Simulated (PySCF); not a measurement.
**Working with the constants of SeI**

PBE0 constants of SeI, ²Π (doublet), unpaired electrons π ↑ (PySCF, scalar-relativistic core potentials, basis sets Se cc-pVTZ-PP with ECP10, I cc-pVTZ-PP with ECP28; masses 79.9165 and 126.9045 u):

* ωe: 279.5 cm⁻¹
* ωexe: 0.645 cm⁻¹
* Be: 0.057366 cm⁻¹
* αe: 0.000174 cm⁻¹
* D (centrifugal): 9.66e-09 cm⁻¹
* De to Se + I: 2.31 eV

(1) Give the vibrational terms G(v) and spacings up to v = 6.

(2) How well does the Morse estimate ωe²/(4ωexe) reproduce De, and what is D0?

Spin–orbit coupling is left out, which matters for elements this heavy, above all for dissociation energies. The state was picked by a PBE0 search and need not be the measured ground state.

Answers

(1) G(v) = ωe(v+½) − ωexe(v+½)².

| v | G(v) (cm⁻¹) | G(v) − G(v−1) | Bv (cm⁻¹) |
| --- | --- | --- | --- |
| 0 | 139.6 |  | 0.05728 |
| 1 | 417.8 | 278.2 | 0.05711 |
| 2 | 694.7 | 276.9 | 0.05693 |
| 3 | 970.3 | 275.6 | 0.05676 |
| 4 | 1244.7 | 274.3 | 0.05658 |
| 5 | 1517.7 | 273.0 | 0.05641 |
| 6 | 1789.5 | 271.8 | 0.05624 |

(2) It gives 3.75 eV, 163 % of the computed De. D0 = De − G(0) = 2.31 − 0.02 = 2.29 eV.
